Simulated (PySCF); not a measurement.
C5H6BN, SMILES C#CC1=CCB1N.

Geometry: B3LYP-D3(BJ)/def2-SVP. The structure was generated by enumeration, and PubChem lists no compound with its InChIKey, so it may never have been made. One conformer was computed; it need not be the lowest.

Level of theory: PBE/def2-TZVP (PySCF).

Symmetry labels are those of the subgroup Cs that the program uses (full group Cs).

Computed valence orbital energies around the gap with their symmetry:
```json
[
 {"orbital": "HOMO−7", "symmetry": "A\"", "energy (eV)": "-10.19"},
 {"orbital": "HOMO−6", "symmetry": "A'", "energy (eV)": "-9.40"},
 {"orbital": "HOMO−5", "symmetry": "A'", "energy (eV)": "-7.93"},
 {"orbital": "HOMO−4", "symmetry": "A\"", "energy (eV)": "-7.92"},
 {"orbital": "HOMO−3", "symmetry": "A'", "energy (eV)": "-7.22"},
 {"orbital": "HOMO−2", "symmetry": "A\"", "energy (eV)": "-7.19"},
 {"orbital": "HOMO−1", "symmetry": "A'", "energy (eV)": "-6.18"},
 {"orbital": "HOMO", "symmetry": "A\"", "energy (eV)": "-5.72"},
 {"orbital": "LUMO", "symmetry": "A\"", "energy (eV)": "-1.90"},
 {"orbital": "LUMO+1", "symmetry": "A\"", "energy (eV)": "-0.15"},
 {"orbital": "LUMO+2", "symmetry": "A'", "energy (eV)": "0.05"},
 {"orbital": "LUMO+3", "symmetry": "A'", "energy (eV)": "0.15"}
]
```
